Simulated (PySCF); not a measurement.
C₄H₁₀In (SMILES C[CH2][In][CH2]C), doublet, at a GFN2-xTB geometry (such geometries of metal compounds can be far from the true shape) (the spin is typed, not shown lowest) (core potentials on In). Base run: TPSS/def2-SV(P) (PySCF).

PySCF was given this input:
```python
from pyscf import gto, scf, dft

mol = gto.Mole()
mol.atom = '''
    In    0.52255082    0.11091274    0.09546448
    C    -0.95838512   -0.71695823    1.86304033
    C    -0.70962100   -2.19533506    2.09301009
    H    -1.96947651   -0.54010065    1.48625371
    H    -0.81678652   -0.14472989    2.78228406
    H     0.30234153   -2.36652019    2.46531725
    H    -0.83238832   -2.75924332    1.16515931
    H    -1.40770894   -2.61020520    2.82733321
    C    -0.32756829    0.44693269   -2.17777208
    C    -0.86797167    1.85804339   -2.30665015
    H    -1.12384716   -0.29317635   -2.29476362
    H     0.45050344    0.25202494   -2.91862042
    H    -0.06947519    2.59339005   -2.18885308
    H    -1.62751592    2.05432304   -1.54594336
    H    -1.32935978    2.02341681   -3.28569579
'''
mol.basis = 'def2-sv(p)'
mol.ecp = {'In': 'def2-sv(p)'}
mol.spin = 1
mol.verbose = 4
mol.build()

mf = dft.UKS(mol)
mf.xc = 'tpss'
mf.kernel()
```

Each row names what was changed in the base input (with any setting that the change needs).

```csv
change,ΔE vs base (mEh),fitting functions,dipole (D),outcome
base,0.000,-,0.20,converged
auxbasis = default (with mf = mf.density_fit()),-0.273,364,0.20,converged
auxbasis = cc-pvqz-jkfit,-,-,-,input refused
auxbasis = cc-pvtz-jkfit,-,-,-,input refused
auxbasis = def2-universal-jkfit,-0.131,698,0.20,converged
auxbasis = autoaux,-1.128,756,0.20,converged
auxbasis = even-tempered beta=3.0,-67.972,496,0.22,converged
auxbasis = even-tempered beta=2.0,-0.832,768,0.20,converged
auxbasis = def2-universal-jfit,-0.273,364,0.20,converged
auxbasis = cc-pvtz-ri,-,-,-,input refused
```

A fitting set is made for a task (jfit for Coulomb, jkfit for Coulomb and exchange, ri for correlation) and for a family of orbital bases.

Open shells are given as the SCF converged; they aren't shown to be the lowest states, and a large step between rows can be another state.

- auxbasis = cc-pvqz-jkfit: ended with `pyscf.lib.exceptions.BasisNotFoundError: Basis set not found for In in cc-pvqz-jkfit`
- auxbasis = cc-pvtz-jkfit: ended with `pyscf.lib.exceptions.BasisNotFoundError: Basis set not found for In in cc-pvtz-jkfit`
- auxbasis = cc-pvtz-ri: ended with `pyscf.lib.exceptions.BasisNotFoundError: Basis set not found for In in cc-pvtz-ri`
